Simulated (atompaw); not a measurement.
**Which change was made? (Tl, PAW (atompaw))**

```
Element                 : thallium
Generator               : atompaw 4.2.0.5
Type                    : PAW
Functional              : PBE
Relativity              : scalar-relativistic
Frozen core             : [Kr] 4d10 4f14
Valence charge          : 21
Reference configuration : 5s2 5p6 5d10 6s1.5 6p1.5
Partial waves           : 5s (bound): rc 1.70 bohr; 6s (bound): rc 1.35 bohr; 5p (bound): rc 1.15 bohr; 6p (bound): rc 1.80 bohr; 5d (bound): rc 1.80 bohr; 5d channel at 0.5 Ry: rc 1.80 bohr
Local potential         : troulliermartins scheme with l = 3 at 0 Ry, radius 1.70 bohr
Core correction         : smooth core density matched at 1.15 bohr
Augmentation charge     : besselshape compensation charge, radius 1.45 bohr; PAW radius 1.80 bohr; waves and projectors: custom polynom2 7 10 vanderbiltortho
```

Cutoffs, loose and tight: the cutoffs (Ry, on a coarse ladder) from which the occupation-weighted sum of valence levels, in a spherical-Bessel basis at the reference potential, stays within 10 and 1 mRy of its value at 400 Ry. They see the waves, projectors and local potential, not the compensation charge or the core.

The base gives: outcome: generated; cutoff, loose: 230 Ry; cutoff, tight: over 300 Ry; bound ghosts: s.

Question: After one change the result is: outcome: generated; cutoff, loose: 260 Ry; cutoff, tight: over 300 Ry; bound ghosts: none. Which change was it?
A. augmentation besselshape compensation charge, radius 1.45 bohr; PAW radius 1.80 bohr; waves and projectors: modrrkj vanderbiltortho
B. core [Xe] 4f14, valence charge 13; reference 5d10 6s2 6p1; waves now 6s (bound): rc 1.90 bohr; 6s channel at 1.5 Ry: rc 1.95 bohr; 6p (bound): rc 1.95 bohr; 6p channel at 4.4 Ry: rc 1.95 bohr; 5d (bound): rc 1.95 bohr; 5d channel at -0.75 Ry: rc 1.95 bohr; local potential troulliermartins scheme with l = 3 at 0 Ry, radius 1.95 bohr; core correction smooth core density matched at 1.65 bohr; augmentation besselshape compensation charge, radius 1.65 bohr; PAW radius 1.95 bohr; waves and projectors: custom polynom2 7 10 vanderbiltortho
C. all radii scaled by about 0.97 (s 1.64, p 1.12, d 1.74 bohr); local potential troulliermartins scheme with l = 3 at 0 Ry, radius 1.64 bohr; augmentation besselshape compensation charge, radius 1.40 bohr; PAW radius 1.74 bohr; waves and projectors: custom polynom2 7 10 vanderbiltortho; core correction smooth core density matched at 1.12 bohr

Answer: C. The others give: core [Xe] 4f14, valence charge 13; reference 5d10 6s2 6p1; waves now 6s (bound): rc 1.90 bohr; 6s channel at 1.5 Ry: rc 1.95 bohr; 6p (bound): rc 1.95 bohr; 6p channel at 4.4 Ry: rc 1.95 bohr; 5d (bound): rc 1.95 bohr; 5d channel at -0.75 Ry: rc 1.95 bohr; local potential troulliermartins scheme with l = 3 at 0 Ry, radius 1.95 bohr; core correction smooth core density matched at 1.65 bohr; augmentation besselshape compensation charge, radius 1.65 bohr; PAW radius 1.95 bohr; waves and projectors: custom polynom2 7 10 vanderbiltortho → outcome: generated; cutoff, loose: 25 Ry; cutoff, tight: 90 Ry; bound ghosts: s, p | augmentation besselshape compensation charge, radius 1.45 bohr; PAW radius 1.80 bohr; waves and projectors: modrrkj vanderbiltortho → outcome: generated; cutoff, loose: 50 Ry; cutoff, tight: 80 Ry; bound ghosts: none.
